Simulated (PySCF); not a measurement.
B(F)(Br)(OH) (BBrFHO), SMILES B(F)(O)Br. Atoms are numbered in the order given.

```xyz
5

B     -0.0141     0.9338     0.0000
F     -1.1900     1.5585     0.0000
Br     0.0183    -0.9779     0.0000
O      1.1413     1.6194     0.0000
H      1.0084     2.5764     0.0000
```
Charge 0, spin multiplicity 1.

Geometry: ωB97X-D3(BJ)/def2-SVP. One conformer was computed; it need not be the lowest.

Calculation: TDDFT-ωB97X/def2-SVPD in PySCF 2.14.0.

Vertical excitations. Gas-phase values at a fixed geometry. State labels are in the subgroup Cs.

```json
[
 {"state": "S1", "symmetry": "A\"", "energy (eV)": "7.53", "λ (nm)": "165", "f": "0.000", "main pairs": "HOMO→LUMO+1 99 %"},
 {"state": "S2", "symmetry": "A'", "energy (eV)": "7.99", "λ (nm)": "155", "f": "0.045", "main pairs": "HOMO→LUMO 71 %, HOMO→LUMO+2 13 %"},
 {"state": "S3", "symmetry": "A\"", "energy (eV)": "8.13", "λ (nm)": "152", "f": "0.045", "main pairs": "HOMO−1→LUMO 72 %, HOMO−1→LUMO+7 12 %"},
 {"state": "S4", "symmetry": "A'", "energy (eV)": "8.18", "λ (nm)": "151", "f": "0.127", "main pairs": "HOMO−1→LUMO+1 94 %"},
 {"state": "S5", "symmetry": "A'", "energy (eV)": "8.95", "λ (nm)": "138", "f": "0.044", "main pairs": "HOMO→LUMO+5 50 %, HOMO→LUMO+6 13 %, HOMO→LUMO 10 %, HOMO→LUMO+9 9 %"},
 {"state": "S6", "symmetry": "A\"", "energy (eV)": "9.17", "λ (nm)": "135", "f": "0.031", "main pairs": "HOMO−1→LUMO+5 42 %, HOMO−1→LUMO+6 15 %, HOMO−1→LUMO+2 11 %, HOMO−1→LUMO 11 %"},
 {"state": "S7", "symmetry": "A\"", "energy (eV)": "9.60", "λ (nm)": "129", "f": "0.067", "main pairs": "HOMO−1→LUMO+2 33 %, HOMO−3→LUMO 29 %, HOMO−2→LUMO+1 14 %, HOMO−1→LUMO+5 8 %"},
 {"state": "S8", "symmetry": "A'", "energy (eV)": "9.68", "λ (nm)": "128", "f": "0.040", "main pairs": "HOMO→LUMO+2 70 %"},
 {"state": "S9", "symmetry": "A\"", "energy (eV)": "9.73", "λ (nm)": "127", "f": "0.038", "main pairs": "HOMO−2→LUMO+1 67 %, HOMO−4→LUMO+1 12 %"},
 {"state": "S10", "symmetry": "A\"", "energy (eV)": "9.87", "λ (nm)": "126", "f": "0.000", "main pairs": "HOMO→LUMO+4 94 %"},
 {"state": "T1", "symmetry": "A'", "energy (eV)": "7.36", "λ (nm)": "169", "f": "0", "main pairs": "HOMO−1→LUMO+1 98 %"},
 {"state": "T2", "symmetry": "A\"", "energy (eV)": "7.40", "λ (nm)": "167", "f": "0", "main pairs": "HOMO→LUMO+1 99 %"},
 {"state": "T3", "symmetry": "A'", "energy (eV)": "7.58", "λ (nm)": "164", "f": "0", "main pairs": "HOMO→LUMO 52 %, HOMO→LUMO+7 16 %, HOMO→LUMO+2 14 %, HOMO→LUMO+6 9 %"},
 {"state": "T4", "symmetry": "A\"", "energy (eV)": "7.80", "λ (nm)": "159", "f": "0", "main pairs": "HOMO−1→LUMO 54 %, HOMO−1→LUMO+7 15 %, HOMO−1→LUMO+2 11 %"}
]
```
Triplets are in the Tamm–Dancoff approximation, which puts them higher than full response would, so one can lie above its singlet here.
